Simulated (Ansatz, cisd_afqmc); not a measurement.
Species: GaH2Br, charge 0, singlet. GaH2Br (SMILES [Br][GaH2]).
B3LYP-D3(BJ)/def2-TZVP minimum from Ansatz (a quantum-chemistry and plane-wave program):
```
Ga
H 1 1.5575
H 1 1.5575 2 129.48
Br 1 2.3131 2 115.26 3 -180.00
```
Charge 0, spin multiplicity 1.

Atomisation energy term by term, kcal/mol (programs: Ansatz, cisd_afqmc). UHF or UKS for unpaired electrons; spin-orbit terms are left out. Correlated methods leave the cores frozen (noble-gas shells, and filled d and f shells in the p block). No relativity. AFQMC is phaseless with a CISD trial state; ± is one standard error, without the phaseless bias. Outlying blocks are dropped, and bars are widened where a walk drifts. Over all cases where full CI ran beside it in this data, AFQMC minus full CI had a median of +0.1 mEh and passed +0.4 mEh in a tenth of the cases. CBS(X,Y): correlation extrapolated as X^-3, Hartree-Fock from the larger set (Q,5: extrapolated as (X+1)exp(-9√X)). A bracket is a step between two methods taken in the basis named. Where a partner has so few electrons that a lower coupled-cluster level is exact, that level stands in. Spin-orbit terms, left out, reach several kcal/mol for Br and I, and more for heavier atoms.

```
term                               basis  kcal/mol
------------------  --------------------  --------
Hartree-Fock        CBS(cc-pVQZ,cc-pV5Z)    161.32
CCSD correlation    CBS(cc-pVQZ,cc-pV5Z)     48.74
(T)                 CBS(cc-pVQZ,cc-pV5Z)      2.83
CCSDT(Q) - CCSD(T)               cc-pVQZ      0.08
CCSDTQ - CCSDT(Q)                cc-pVDZ     -0.01
sum: De                                      213.0
```

The step beyond CCSD(T) by other levels: CCSDTQ in cc-pVDZ 0.23; AFQMC/CISD in cc-pVDZ 0.34 ± 0.10; CCSDT(Q) in cc-pVDZ 0.24; CCSDT(Q) in cc-pVTZ 0.11 kcal/mol.
